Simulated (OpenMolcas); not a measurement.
A calculation on Ne²⁺.

```
Program             : OpenMolcas 26.06
Method              : CASSCF
Basis               : ANO-RCC-VQZP [5s4p3d2f1g]
Scalar Hamiltonian  : DKH2, point nucleus
Active space        : 6 electrons in 8 orbitals (2s 2p 3s 3p)
State averaging     : 2S+1 = 3 even, 3 roots; 2S+1 = 1 even, 6 roots; 2S+1 = 3 odd, 3 roots; 2S+1 = 1 odd, 3 roots
Spin-orbit coupling : RASSI with atomic mean-field integrals over the reference wave functions, term energies averaged over their components
```

**Question.** Which level of the active space comes out lowest?

**Answer.** 2s2 2p4 3P2, with 100 % of that term; it is also the measured ground level.

**Question.** How high does 2s2 2p4 1D2 lie?

**Answer.** 27963 cm-1 above the lowest level; measured 25841 cm-1 above the ground level, so the calculation is off by +8 %.

**Question.** How high does 2s2 2p4 1S0 lie?

**Answer.** 51542 cm-1 above the lowest level; measured 55747 cm-1 above the ground level, so the calculation is off by -8 %.

**Question.** How high does 2s2 2p4 3P0 lie?

**Answer.** 861 cm-1 above the lowest level; measured 927 cm-1 above the ground level, so the calculation is off by -7 %.

Measured values: Moore, Atomic Energy Levels, vol. I, NSRDS-NBS 35 (1971 reprint of NBS Circular 467, 1949).

Active for correlation alone: 3p 3s; no level in the range computed is led by a configuration that fills them, so any true level of that kind is missing. Measured partners are found by configuration, term and J. A level has none where our copy of the source lacks it or the pairing is in doubt (some pairs that miss far off the trend of their configuration count as doubtful), and it then counts in no deviation. Only configurations of the active space appear.
